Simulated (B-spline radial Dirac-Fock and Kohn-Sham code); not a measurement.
# Anomalous scattering factors of Hf, 549.5 eV to 6.279 keV

These are calculated numbers from a radial atomic solver; the model is the dispersion relation over Dirac-Hartree-Slater subshell photoionisation cross sections, with the Kissel-Pratt high-energy constant (isolated atom, no bound-bound lines or fine structure). The forward scattering factor is f₀ + f′ + i f″.

The run's input, task.json:

```json
{"items": [{
  "Z": 72,
  "q": 0,
  "cfg": [[1, 0, 2], [2, 0, 2], [2, 1, 6], [3, 0, 2], [3, 1, 6], [3, 2, 10], [4, 0, 2], [4, 1, 6], [4, 2, 10], [4, 3, 14], [5, 0, 2], [5, 1, 6], [5, 2, 2], [6, 0, 2]],
  "A": 180,
  "rrms": 5.347,
  "do": "dispersion",
  "hv": [549.5, 603.9, 733.4, 1000.0, 1160.0, 1243.0, 1253.0, 1253.6, 1259.0, 1486.9, 1944.0, 2000.0, 2444.0, 2984.4, 3050.0, 4000.0, 4241.0, 4510.9, 5337.0, 5414.7, 6000.0, 6279.0, 6403.9, 6841.0, 6930.3, 8047.8, 9251.7, 10650.0, 12000.0, 12120.0, 12450.0, 13310.0, 14360.0, 15000.0, 16620.0, 17479.3, 22162.9, 24209.8, 24770.0, 30000.0, 40000.0, 40420.0, 57540.0, 62680.0],
  "edges": {"K": 65351.0, "L1": 11271.0, "L2": 10739.0, "L3": 9561.0, "M1": 2601.0, "M2": 2365.0, "M3": 2107.0, "M4": 1716.0, "M5": 1662.0, "N1": 538.0, "N2": 438.2, "N3": 380.7, "N4": 220.0, "N5": 211.5, "O1": 64.2}
}]}
```

Run with: `python xray2_run.py task.json out`

Edges near this range: M1 2601.0 eV, M2 2365.0 eV, M3 2107.0 eV, M4 1716.0 eV, M5 1662.0 eV, N1 538.0 eV, N2 438.2 eV.

| hν (eV) | λ (Å) | f′ (e) | f″ (e) | tabulated f′ | tabulated f″ |
| --- | --- | --- | --- | --- | --- |
| 549.5 | 22.56 | -34.268 | 21.592 | – | 18.63 |
| 603.9 | 20.53 | -32.293 | 20.571 | – | 18.04 |
| 733.4 | 16.91 | -29.388 | 18.148 | – | 16.50 |
| 1000 | 12.40 | -27.252 | 14.081 | -27.41 | 13.48 |
| 1160 | 10.69 | -27.513 | 12.255 | -27.87 | 11.17 |
| 1243 | 9.975 | -28.064 | 11.448 | -28.26 | 10.27 |
| 1253 | 9.895 | -28.151 | 11.356 | -28.40 | 10.18 |
| 1253.6 | 9.890 | -28.157 | 11.351 | -28.41 | 10.17 |
| 1259 | 9.848 | -28.207 | 11.302 | -28.48 | 10.12 |
| 1486.9 | 8.338 | -32.277 | 9.501 | -32.84 | 8.38 |
| 1944 | 6.378 | -25.556 | 31.505 | -26.28 | 30.82 |
| 2000 | 6.199 | -23.891 | 30.224 | -24.40 | 29.58 |
| 2444 | 5.073 | -14.343 | 28.139 | -14.43 | 27.44 |
| 2984.4 | 4.154 | -7.868 | 22.525 | -7.83 | 22.18 |
| 3050 | 4.065 | -7.428 | 21.864 | -7.45 | 21.52 |
| 4000 | 3.100 | -4.444 | 14.893 | -4.48 | 14.30 |
| 4241 | 2.923 | ? | ? | ? | ? |
| 4510.9 | 2.749 | -4.034 | 12.476 | -4.07 | 11.89 |
| 5337 | 2.323 | -3.996 | 9.688 | -4.02 | 9.16 |
| 5414.7 | 2.290 | -4.016 | 9.477 | -4.04 | 8.95 |
| 6000 | 2.066 | -4.251 | 8.098 | -4.26 | 7.65 |
| 6279 | 1.975 | -4.408 | 7.548 | -4.42 | 7.14 |

**Question.** What are f′ and f″ at 4241 eV?

**Answer.** f′ = -4.196 and f″ = 13.669 electrons (tables: -4.20 and 13.09). By the optical theorem f″ corresponds to a photoabsorption cross section 2 rₑ λ f″ = 225000 b.

Tabulated f′: xraylib 4.2 anomalous scattering factors (Cullen et al., EPDL97); f″: Chantler's tables (J. Phys. Chem. Ref. Data 1995 and 2000). Both are theoretical tables.
